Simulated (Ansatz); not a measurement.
Program: Ansatz. Geometries: PBE0-D4/def2-TZVP. ΔE: electronic, gas phase. CCSD(T)/CBS is the MP2 limit (def2-TZVPP, def2-QZVPP) plus CCSD(T) − MP2 in def2-TZVPP, frozen cores. This one scheme is used for every species. Elements past krypton have def2 core potentials. For Se, Sn outer-core shells are correlated without core-valence functions, which leaves a few kJ/mol of doubt a bond. Scalar relativity is left out up to krypton. Each species was taken in one conformer, which may not be the lowest.

`C[Se][SnH]([Cl])[Cl]` + acetylene → `C#[C][SnH]([Cl])[Cl]` + `C[SeH]`  (formal exchange of groups at the Sn–Se bond)

`C[Se][SnH]([Cl])[Cl]`:

Z-matrix (Å, degrees):
```
C
Se 1 1.961
H 1 1.089 2 105.5
H 1 1.087 2 110.1 3 118.5
H 1 1.087 2 110.1 3 -118.5
Sn 2 2.488 1 95.5 3 179.9
Cl 6 2.325 2 108.8 1 56.2
Cl 6 2.325 2 108.8 1 -55.8
H 6 1.697 2 116.5 1 -179.8
```

`C#C`:

```xyz
4

C    -0.555    0.041   -0.220
C     0.555   -0.041    0.220
H    -1.542    0.113   -0.612
H     1.542   -0.113    0.612
```

`C#[C][SnH]([Cl])[Cl]`:

```xyz
7

C    -1.466   -1.561    0.478
C    -0.621   -0.740    0.226
Sn    0.842    0.646   -0.195
Cl    0.534    1.364   -2.368
Cl    0.497    2.478    1.167
H    -2.217   -2.285    0.699
H     2.431    0.099   -0.007
```

`C[SeH]`:

```xyz
6

C    -0.499   -0.047    0.216
Se    1.449    0.000    0.260
H    -0.897    0.902   -0.134
H    -0.818   -0.214    1.244
H    -0.848   -0.868   -0.406
H     1.613    0.227   -1.181
```

```json
{"species": "`C[Se][SnH]([Cl])[Cl]`", "MP2/def2-QZVPP energy (Eh)": "-3574.34912"}
{"species": "`C#C`", "MP2/def2-QZVPP energy (Eh)": "-77.18337"}
{"species": "`C#[C][SnH]([Cl])[Cl]`", "MP2/def2-QZVPP energy (Eh)": "-1210.62771"}
{"species": "`C[SeH]`", "MP2/def2-QZVPP energy (Eh)": "-2440.87601"}
```

Q: Work out ΔE.

A: ΔE = (-1210.62771) + (-2440.87601) − (-3574.34912) − (-77.18337) = 0.02877 Eh = +75.5 kJ/mol. CCSD(T)/CBS gives +76.3 kJ/mol.

Largest T1 diagnostic among the species: 0.013.

Leaving LDA and LC-ωPBE aside and taking each functional with its dispersion term where it has one, the values, not all of them listed here, spread over 13.9 kJ/mol, from B97M-V to BLYP-D4. LDA lies +4.3 kJ/mol from PBE without D4. The D4 term adds +8.9 kJ/mol with B3LYP and +5.0 kJ/mol with PBE0; it sums over pairs of atoms, weighted by their polarisabilities, and B3LYP, whose exchange is more repulsive, gets the larger term. At CCSD(T), def2-SVP lies −9.1 kJ/mol from the extrapolated value and def2-TZVPP −14.4 kJ/mol.

B3LYP here is the variant with VWN-RPA as its local correlation; programs differ in this.
